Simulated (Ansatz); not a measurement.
The same path of BClH3NO + H3P (11 atoms, charge 0, multiplicity 1) was run twice with different band settings. Lost on the way: B1–O2, P8–H11. Made: B1–P8, O2–H11.

Method: Ansatz 0.2.0, RKS B3LYP/cc-pVDZ.

Relaxed end points:

```xyz
11
Properties=species:S:1:pos:R:3
B -0.081 -0.818 -0.464
O -0.245 -0.158 0.724
H -1.133 -0.273 1.088
N 1.137 -0.785 -1.144
H 1.935 -0.277 -0.782
H 1.290 -1.258 -2.024
Cl -1.465 -1.749 -1.173
P 0.265 3.507 2.376
H 1.640 3.358 2.760
H 0.596 4.163 1.143
H 0.208 2.209 1.769
```

```xyz
11
Properties=species:S:1:pos:R:3
B 0.376 0.870 -0.335
O -0.645 -0.707 2.158
H -1.366 -0.641 1.513
N 1.414 0.038 -0.723
H 1.271 -0.774 -1.315
H 2.355 0.124 -0.358
Cl -1.264 0.578 -1.042
P 0.525 2.310 0.965
H 1.932 2.556 0.836
H 0.128 3.363 0.082
H -0.579 0.202 2.491
```

Common settings: movable images 9; climbing image yes; optimiser quadratic models (default); start path through a guess of the saddle point; force threshold 0.05 eV/Å; iteration limit 60; end points relaxed.

| run | spring |
| --- | --- |
| 1 | 5.0 eV/Å² |
| 2 | 2.0 to 10.0 eV/Å², energy-weighted |

(1) What does each run give, and how far can it be trusted?

Answers

(1) Run 1: converged after 32 iterations, highest image 2.540 eV above the first end. The profile has 2 maxima (images 5, 9) with wells between them (image 7): this band takes more than one step, which may be the mechanism or a detour left from its start path. Neighbouring images differ by up to 2.4 eV, so the band resolves the path poorly. A vibrational analysis at the climbing image gives one clearly imaginary mode, 1216i cm⁻¹: a first-order saddle point.
Run 2: converged after 28 iterations, highest image 2.540 eV above the first end. The profile has 2 maxima (images 4, 9) with wells between them (image 8): this band takes more than one step, which may be the mechanism or a detour left from its start path. Neighbouring images differ by up to 1.4 eV, so the band resolves the path poorly. Another band between the same ends (9 images) ends at a top of the same energy, where a vibrational analysis finds 1 clearly imaginary mode.
The orbitals stay closed-shell, which can raise the energy where a bond breaks towards radicals; this wasn't checked here.
